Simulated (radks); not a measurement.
Results of a calculation; reference values are marked as such.
Species: Tm4+. Configuration: [Xe] 4f11.

Level of theory: Dirac Kohn-Sham, PW91, spin-unpolarised, spherical densities, point nucleus; open shells are shared between the two j in proportion to 2j + 1 (a radial shooting solver on a logarithmic mesh with Libxc functionals).

Energy parts (eV):
total: -369538.47
kinetic: 409306.67
electron-nucleus: -912533.19
Hartree: 141482.56
exchange-correlation: -7794.51

Orbitals (lengths in bohr, moments of r in powers of bohr; <r^-3> diverges for s and p1/2; r(90%) holds 90 % of the orbital's charge):
orbital     occ.  eigenvalue (eV)  r(90%)  <r^-3>      <r^2>  small-component weight
1s1/2          2        -59279.26  0.0363       -  0.0005483                6.69e-02
2s1/2          2        -10041.93   0.131       -   0.008455                1.50e-02
2p1/2          2        -9573.547   0.116       -   0.006089                1.50e-02
2p3/2          4        -8593.111   0.126   12820   0.007305                1.38e-02
3s1/2          2        -2301.379   0.324       -    0.05571                4.84e-03
3p1/2          2        -2095.418   0.316       -    0.05148                4.78e-03
3p3/2          4        -1888.441   0.335    2813    0.05828                4.42e-03
3d3/2          4        -1537.206   0.308   480.1    0.04578                4.30e-03
3d5/2          6        -1491.992   0.313   417.9    0.04766                4.20e-03
4s1/2          2        -498.4229   0.714       -     0.2788                1.57e-03
4p1/2          2        -415.5430   0.735       -     0.2903                1.48e-03
4p3/2          4        -368.4962   0.780   640.1     0.3274                1.35e-03
4d3/2          4        -232.0667   0.843   94.25     0.3657                1.17e-03
4d5/2          6        -223.4519   0.860   80.58     0.3801                1.13e-03
4f5/2    4.71429         -57.4830    1.19   13.13     0.6337                7.42e-04
4f7/2    6.28571         -56.1320    1.21   12.58     0.6529                7.27e-04
5s1/2          2        -101.3591    1.70       -      1.569                3.45e-04
5p1/2          2         -77.4687    1.89       -      1.911                2.84e-04
5p3/2          4         -70.6203    2.01   92.38      2.174                2.51e-04

The highest occupied level is 4f7/2 at -56.132 eV. Summed over all electrons, <r^2> = 29.91 bohr^2, which gives a Langevin (diamagnetic) susceptibility term of -23.7 x 10^-6 cm^3/mol. The density falls to 0.001 e/bohr^3 at r = 2.96 bohr.
